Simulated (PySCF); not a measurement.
CH₄N₂O₂Si, SMILES N[Si@@H](O)OC#N. Heavy atoms are numbered as in [N:1]#[C:2][O:3][Si@@H:4]([NH2:5])[OH:6]. Hydrogens are named by the atom that carries them.

The structure is a stationary point at TPSSh-D3(BJ)/def2-SVP. The structure was generated by enumeration; whether it is a known compound was not checked. One conformer was computed; it need not be the lowest.

All values below come from PBE/def2-TZVP in PySCF.

ESP charges are fitted to the potential on shells at 1.4 to 2.0 van der Waals radii. Atomic charges (e), one atom of each kind:

```json
[
 {"atom": "N1", "ESP fit": "-0.54", "Mulliken": "-0.09", "meta-Löwdin": "-0.32"},
 {"atom": "C2", "ESP fit": "0.48", "Mulliken": "-0.03", "meta-Löwdin": "0.25"},
 {"atom": "O3", "ESP fit": "___", "Mulliken": "-0.23", "meta-Löwdin": "-0.47"},
 {"atom": "Si4 (SiH)", "ESP fit": "0.78", "Mulliken": "0.55", "meta-Löwdin": "1.21"},
 {"atom": "N5 (NH2)", "ESP fit": "-0.94", "Mulliken": "-0.55", "meta-Löwdin": "-0.71"},
 {"atom": "O6 (OH)", "ESP fit": "___", "Mulliken": "-0.46", "meta-Löwdin": "-0.72"},
 {"atom": "H on Si4", "ESP fit": "___", "Mulliken": "-0.02", "meta-Löwdin": "-0.11"},
 {"atom": "H on N5", "ESP fit": "___", "Mulliken": "0.24", "meta-Löwdin": "0.25"},
 {"atom": "H on O6", "ESP fit": "0.39", "Mulliken": "0.33", "meta-Löwdin": "0.36"}
]
```

Problem. What belongs in the gaps? (An estimate is asked for; the answer gives what the named calculation found.)

Solution. 
- O3, ESP fit: -0.32
- O6 (OH), ESP fit: -0.57
- H on Si4, ESP fit: -0.08
- H on N5, ESP fit: 0.41

Problem. Give the Mayer and Wiberg (Löwdin basis) orders of the bonds. (An estimate is asked for; the answer gives what the named calculation found.)

Solution. 
```json
[
 {"bond": "N1–C2", "Mayer": "2.97", "Wiberg": "3.31"},
 {"bond": "C2–O3", "Mayer": "1.26", "Wiberg": "1.93"},
 {"bond": "O3–Si4", "Mayer": "0.88", "Wiberg": "1.18"},
 {"bond": "Si4–N5", "Mayer": "1.30", "Wiberg": "1.63"},
 {"bond": "Si4–O6", "Mayer": "1.29", "Wiberg": "1.72"}
]
```
